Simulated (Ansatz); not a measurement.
Computed against measured: atomisation enthalpy at 298 K

8 molecules with halogens; the atomisation enthalpy at 298 K in kJ/mol, computed less measured. Shapes, held fixed at every level: PBE0-D4/def2-TZVP. Flexible molecules stand in one conformer, not always the lowest. Thermal terms are harmonic and unscaled (PBE0-D4/def2-TZVP); the spin-orbit lowering of the free atoms is taken from their spectra. Programs: Ansatz 0.2.0. Measured values: Active Thermochemical Tables, CRC Handbook of Chemistry and Physics, NIST-JANAF tables.

Levels: A = HF/def2-SVP; B = BHLYP-D4/def2-TZVPP; C = r2SCAN0-D4/def2-TZVPP; D = wB97M-V/def2-TZVPP.

```csv
molecule,from tabulated heats,A,B,C,D
IBr (iodine monobromide),178,-168,-42,-25,-25
CBr2ClF (dibromochlorofluoromethane),1329,-617,-143,-50,-13
SClO2F (sulfuryl chloride fluoride),1533,-1075,-219,-81,-3
B(BCl2)Cl2,2115,-477,-89,+6,+21
C2Cl3F3 (SMILES FC(F)(Cl)C(F)(Cl)Cl),2753,-1034,-227,-67,+31
Si(CH3)Cl3 (methyltrichlorosilane),2714,-670,-42,+30,+61
Si(SiF3)F3 (hexafluorodisilane),3760,-1180,-258,-167,-65
Si(CH3)3Cl,5037,-1210,-99,-27,+12
```

Problem. Which level does best on this set, which worst, and which err to one side?

Solution. 
| level | kind | mean error | mean absolute error | worst case |
| --- | --- | --- | --- | --- |
| HF/def2-SVP | Hartree–Fock | -803.9 | 803.9 | Si(CH3)3Cl |
| BHLYP-D4/def2-TZVPP | global hybrid | -139.9 | 139.9 | Si(SiF3)F3 |
| r2SCAN0-D4/def2-TZVPP | global hybrid | -47.6 | 56.6 | Si(SiF3)F3 |
| wB97M-V/def2-TZVPP | range-separated hybrid | +2.4 | 28.9 | Si(SiF3)F3 |

On this set wB97M-V/def2-TZVPP has the smallest mean absolute error and HF/def2-SVP the largest. HF/def2-SVP is too low in 8 of 8; BHLYP-D4/def2-TZVPP is too low in 8 of 8; r2SCAN0-D4/def2-TZVPP is too low in 6 of 8. The heats of C2Cl3F3, Si(SiF3)F3, Si(CH3)3Cl come from older tables and can be uncertain by 10 kJ/mol or more. The molecules' own spin-orbit binding is left out, so errors for heavy halides read too negative. Heats of the atoms come from ATcT where it has them, that of boron, 570 kJ/mol, from recent work. The levels differ in basis as well as in method. With so many references in doubt the order of the levels isn't settled. The tabulated values of SClO2F, B(BCl2)Cl2, Si(CH3)Cl3 are in doubt (older tables, estimates, or at odds with other calculations) and kept here. Over the 5 molecules whose values aren't doubted the mean absolute errors are A 841.8; B 153.8; C 67.2; D 29.2. For HF/def2-SVP the error tends to grow with the atomisation enthalpy. Hartree–Fock lacks correlation and underbinds. For atoms past krypton def2 sets carry core potentials with scalar relativity. Relativity is left out for Br. The set is small.
